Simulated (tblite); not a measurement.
Compound: CH₉ClSi₄.
SMILES with atom numbers: `[SiH3:1][Si:2]1([Cl:3])[SiH2:4][CH2:5][SiH2:6]1` (hydrogens: H7, H8, H9 on Si1; H10, H11 on Si4; H12, H13 on C5; H14, H15 on Si6)

Computed with GFN2-xTB (tblite), gas phase: L-BFGS steps from a force-field or distance-geometry start until the largest atomic force falls under 0.01 eV/Å.

Geometry at step 45:
```
atom  x, y, z in Å
Si1     2.6843   -0.3322    0.3707
Si2     0.6718   -0.1796   -0.7682
Cl3     1.2295   -0.4843   -2.7612
Si4    -1.2498   -1.3803   -0.0445
C5     -1.9094    0.3307    0.5614
Si6    -0.8316    1.6221   -0.3860
H7      2.5087   -0.1415    1.8121
H8      3.6534    0.6654   -0.0815
H9      3.3348   -1.6283    0.1787
H10    -1.1446   -2.3576    1.0480
H11    -2.1884   -1.9868   -0.9977
H12    -1.7526    0.4319    1.6354
H13    -2.9791    0.4651    0.4236
H14    -1.6007    2.2328   -1.4787
H15    -0.4306    2.7505    0.4660
```

**Question.** Give the atomic forces at this geometry.

**Answer.** 
```json
{"atom": "Si1", "Fx (eV/Å)": "0.144", "Fy (eV/Å)": "-0.016", "Fz (eV/Å)": "0.031"}
{"atom": "Si2", "Fx (eV/Å)": "-0.160", "Fy (eV/Å)": "0.006", "Fz (eV/Å)": "-0.067"}
{"atom": "Cl3", "Fx (eV/Å)": "-0.054", "Fy (eV/Å)": "0.008", "Fz (eV/Å)": "-0.002"}
{"atom": "Si4", "Fx (eV/Å)": "0.015", "Fy (eV/Å)": "0.086", "Fz (eV/Å)": "0.027"}
{"atom": "C5", "Fx (eV/Å)": "-0.008", "Fy (eV/Å)": "0.000", "Fz (eV/Å)": "-0.017"}
{"atom": "Si6", "Fx (eV/Å)": "-0.006", "Fy (eV/Å)": "-0.067", "Fz (eV/Å)": "0.036"}
{"atom": "H7", "Fx (eV/Å)": "-0.042", "Fy (eV/Å)": "0.000", "Fz (eV/Å)": "-0.015"}
{"atom": "H8", "Fx (eV/Å)": "0.052", "Fy (eV/Å)": "0.068", "Fz (eV/Å)": "0.010"}
{"atom": "H9", "Fx (eV/Å)": "0.027", "Fy (eV/Å)": "-0.069", "Fz (eV/Å)": "0.031"}
{"atom": "H10", "Fx (eV/Å)": "0.008", "Fy (eV/Å)": "0.010", "Fz (eV/Å)": "0.022"}
{"atom": "H11", "Fx (eV/Å)": "0.008", "Fy (eV/Å)": "0.016", "Fz (eV/Å)": "-0.017"}
{"atom": "H12", "Fx (eV/Å)": "0.031", "Fy (eV/Å)": "-0.008", "Fz (eV/Å)": "-0.003"}
{"atom": "H13", "Fx (eV/Å)": "-0.023", "Fy (eV/Å)": "-0.007", "Fz (eV/Å)": "-0.051"}
{"atom": "H14", "Fx (eV/Å)": "0.006", "Fy (eV/Å)": "-0.020", "Fz (eV/Å)": "-0.008"}
{"atom": "H15", "Fx (eV/Å)": "0.002", "Fy (eV/Å)": "-0.007", "Fz (eV/Å)": "0.022"}
```

The largest, 0.17 eV/Å, acts on Si2; the rms over all components is 0.045 eV/Å. The forces sum to zero within rounding, as they must for an isolated molecule in no field.

**Question.** Give the force on Si2 in Eh/bohr and in nN.

**Answer.** 0.174 eV/Å ÷ 51.422 = 0.00338 Eh/bohr, and 0.174 eV/Å × 1.602 = 0.28 nN.

**Question.** How far is this geometry from the end of the optimisation?

**Answer.** 0.019 eV above it, and 0.218 Å rms away after alignment. The bonds farthest from their final lengths, with half the difference of the two atoms' forces along the bond (positive lengthens):

```tsv
bond	now (Å)	final (Å)	force along bond (eV/Å)
Si1–Si2	2.317	2.331	+0.16
Si2–Si4	2.379	2.375	-0.08
Si1–H8	1.462	1.466	0.00
Si1–H9	1.463	1.466	0.00
Si2–Si6	2.377	2.375	-0.07
Si4–C5	1.931	1.929	-0.04
```

The angle farthest from its final value is Si2–Si1–H7, 111.8° against 108.1°.

The cost below is that of the whole relaxation. On one thread of an Arm Neoverse V1, no GPU, on a shared host, this took 0.97 s.
